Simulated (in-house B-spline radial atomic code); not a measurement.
# P IV (P3+): [He] 2s1 2p6 3s2 4s1 (an excited or competing configuration)

All numbers are computed (non-relativistic TPSSh, spin-polarised, spherical fractional occupations, exact exchange averaged over the configuration; point nucleus) with an all-electron radial atomic-structure program (B-spline basis), not measured.

Screening seen three ways: the hydrogenic charge with the same mean radius, Z_r = [3n² - l(l+1)]/(2<r>), the one with the same energy, Z_e = n√(-2ε), and Slater's rules. Values are occupation-weighted means over spin.

| shell | electrons | ε (eV) | <r> (bohr) | Z_r | Z_e | Slater |
| --- | --- | --- | --- | --- | --- | --- |
| 1s | 2 | -2173.6 | 0.1038 | 14.45 | 12.64 | 14.70 |
| 2s | 1 | -246.61 | 0.5061 | 11.86 | 8.51 | 11.20 |
| 2p | 6 | -194.98 | 0.4669 | 10.71 | 7.57 | 11.20 |
| 3s | 2 | -55.532 | 1.539 | 8.77 | 6.06 | 6.70 |
| 4s | 1 | -22.188 | 3.45 | 6.96 | 5.11 | 4.30 |

The least bound orbital is 4s up at -22.19 eV, and it is also the most diffuse (<r> = 3.45 bohr). The part-filled 2s shell lies below the filled 3s shell in orbital energy.
